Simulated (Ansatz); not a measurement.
The molecule PO, multiplicity 2 (the spin of the measured ground state).

D_e counts from the fitted minimum to each atom's lowest state at the same level, without counterpoise.

Frozen-core correlation.

The values were computed with Ansatz (Gaussian basis) for Hartree–Fock, density functionals and correlated methods. 

| level | bond energy D_e (kJ/mol) |
|---|---|
| PBE/def2-TZVPP | 640.0 |
| r2SCAN/def2-TZVPP | 592.7 |
| B97M-V/def2-TZVPP | 595.7 |
| B3LYP/def2-TZVPP | 600.0 |
| BHLYP/def2-TZVPP | ? |
| CAM-B3LYP/def2-TZVPP | 600.9 |
| wB97X-V/def2-TZVPP | 607.9 |
| wB97M-V/def2-TZVPP | 607.6 |
| B2PLYP/def2-TZVPP | 597.3 |

What belongs in the gaps?


- BHLYP/def2-TZVPP, bond energy D_e (kJ/mol): 528.8

Ansatz is an electronic-structure program.
